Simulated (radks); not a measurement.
These are the eigenvalues of the occupied orbitals of an atom or ion with whole-number occupations (eV). Calculated with a radial shooting solver on a logarithmic mesh with Libxc functionals: Dirac Kohn-Sham, BLYP, spin-unpolarised, spherical densities, finite nucleus; Fermi nuclear charge, rms radius of each element as measured or else 0.836 A^(1/3) + 0.57 fm.

orbital  eigenvalue
1s1/2     -26634.54
2s1/2     -4058.050
2p1/2     -3786.763
2p3/2     -3594.212
3s1/2     -854.0392
3p1/2     -745.3779
3p3/2     -710.9014
3d3/2     -518.6896
3d5/2     -511.6684
4s1/2     -219.8406
4p1/2     -183.7164
4p3/2     -177.2084
4d3/2     -119.2669
4d5/2     -118.2529

Which element is it, and in what charge state? The configuration may be excited. Open shells, if any, fill j = l - 1/2 first.

Answer. Z = 48, cadmium, charge +7: Cd7+ in [Kr] 4d5. The list shows which subshells hold electrons but not how many an open one holds; the 1s level, -978.8 hartree, gives Z - s = 44.2 by -(Z - s)^2/2, which with screening and relativity narrows Z to a few neighbours, and the depths of the outer levels then fix element, charge and occupations together.
